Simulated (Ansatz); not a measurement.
Reaction (cleavage of the Ge–Si bond): `[OH][GeH2][SiH2][SiH3]` + `C[SiH](O)O` → `C[SiH](O)[O][GeH2][OH]` + disilane

Program: Ansatz. Geometries: PBE0-D4/def2-TZVP. ΔE: electronic, gas phase. CCSD(T)/CBS is the MP2 limit (def2-TZVPP, def2-QZVPP) plus CCSD(T) − MP2 in def2-TZVPP, frozen cores. DFT in def2-TZVPP. For Ge outer-core shells are correlated without core-valence functions, which leaves a few kJ/mol of doubt a bond. Scalar relativity is left out up to krypton. Each species was taken in one conformer, which may not be the lowest.

`[OH][GeH2][SiH2][SiH3]`:

Cartesian coordinates in Å:
```
O -1.926 1.293 -0.952
Ge -1.703 -0.437 -0.546
Si 0.636 -0.930 -0.485
Si 1.666 0.547 1.004
H -1.529 1.878 -0.302
H -2.463 -1.168 -1.663
H -2.365 -0.731 0.819
H 1.213 -0.770 -1.848
H 0.846 -2.335 -0.038
H 1.161 0.298 2.382
H 1.318 1.946 0.629
H 3.146 0.408 1.000
```

`C[SiH](O)O`:

Z-matrix (Å, degrees):
```
C
Si 1 1.852
H 1 1.093 2 111.0
H 1 1.093 2 110.6 3 119.4
H 1 1.092 2 110.8 3 -120.4
O 2 1.647 1 105.2 3 -58.4
O 2 1.646 1 112.8 3 64.2
H 2 1.484 1 113.0 3 -179.4
H 6 0.958 2 117.2 1 -175.7
H 7 0.958 2 117.6 1 -54.3
```

`C[SiH](O)[O][GeH2][OH]`:

Z-matrix (Å, degrees):
```
C
Si 1 1.848
H 1 1.092 2 111.1
H 1 1.093 2 109.9 3 119.9
H 1 1.092 2 110.7 3 -120.6
O 2 1.663 1 106.4 3 -63.0
O 2 1.634 1 111.7 3 177.5
H 2 1.486 1 113.1 3 56.6
H 6 0.958 2 116.8 1 151.9
Ge 7 1.778 2 126.8 1 83.4
O 10 1.770 7 107.9 2 -15.4
H 10 1.529 7 108.9 2 -130.8
H 10 1.538 7 106.8 2 104.7
H 11 0.964 10 110.6 7 50.0
```

`[SiH3][SiH3]`:

```xyz
8

Si   -0.997    0.502   -0.348
Si    0.997   -0.502    0.348
H    -2.161   -0.157    0.304
H    -1.002    1.944    0.014
H    -1.147    0.381   -1.823
H     1.001   -1.945   -0.011
H     1.149   -0.378    1.823
H     2.160    0.155   -0.307
```

CCSD(T)/CBS gives -46.7 kJ/mol.

Question: Another level gave -52.5 kJ/mol. Which?
A. CCSD(T)/def2-TZVPP
B. r2SCAN/def2-TZVPP
C. PBE/def2-TZVPP
D. PBE0/def2-TZVPP

Answer: A. CCSD(T)/def2-TZVPP -52.5, PBE0 -32.5, r2SCAN -43.0, PBE -26.7 kJ/mol.

Largest T1 diagnostic among the species: 0.013.

From PBE to PBE0 (25 % exact exchange), in def2-TZVPP and without D4, ΔE moves by −5.8 kJ/mol. In def2-TZVPP, CCSD(T) changes the Hartree–Fock value by +14.1 kJ/mol (the triples alone add +0.8 kJ/mol) and MP2 by +12.1 kJ/mol.
